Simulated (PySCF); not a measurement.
This script is equivalent to a calculation on Al²⁺ (aluminium, charge +2).

```python
from pyscf import gto, scf, dft, mp, cc
import basis_set_exchange as bse
mol = gto.M(atom="Al 0 0 0", charge=2, spin=1, symmetry="D2h",
            basis=gto.basis.parse(bse.get_basis("def2-TZVPPD", elements=["Al"], fmt="nwchem")))
mf = dft.UKS(mol, xc="PBE")
mf.irrep_nelec = {'Ag': (3, 2), 'B1u': (1, 1), 'B2u': (1, 1), 'B3u': (1, 1)}
mf.kernel()
```

(1) What total energy does it give?

(2) Which occupied shell lies highest, and where?

(3) What is ⟨S²⟩, and what would a pure spin state give?

Results:

(1) -241.315 hartree (calculated).

(2) 3s α, at -24.457 eV.

(3) 0.750, against 0.75.
